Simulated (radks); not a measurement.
Spherical jellium clusters: N electrons in a uniform positive sphere of charge N and radius rs N^(1/3), rs = 4.83 bohr. Method: non-relativistic Kohn-Sham, LDA (Slater exchange, Perdew-Wang correlation), spin-polarised, spherical densities; computed with a radial shooting solver with Libxc functionals. Levels are named by radial order and angular momentum (1s, 1p, 1d, 2s, ...), and open shells are averaged over m.

N = 19, configuration 1s2 1p6 1d10 2s(up 1, down 0). This is the lowest configuration that the search found. Occupied and some empty levels:

level    occupation  eigenvalue (eV)  <r> (bohr)
1s up             1          -4.0614       7.840
1s down           1          -3.9498       8.353
1p up             3          -3.4903       9.441
1p down           3          -3.4476       9.550
1d up             5          -2.7921       10.44
1d down           5          -2.7656       10.46
2s up             1          -2.5186       8.269
2s down           0          -2.2666       8.484
1f up             0          -1.9723       11.29
1f down           0          -1.9486       11.29
2p up             0          -1.4926       10.15
2p down           0          -1.3825       10.50
1g up             0          -1.0590       12.18
1g down           0          -1.0348       12.18

Energy (eV): total -35.4532, kinetic 23.175, external -907.99, Hartree 451.38, exchange-correlation -59.328, background 457.31.
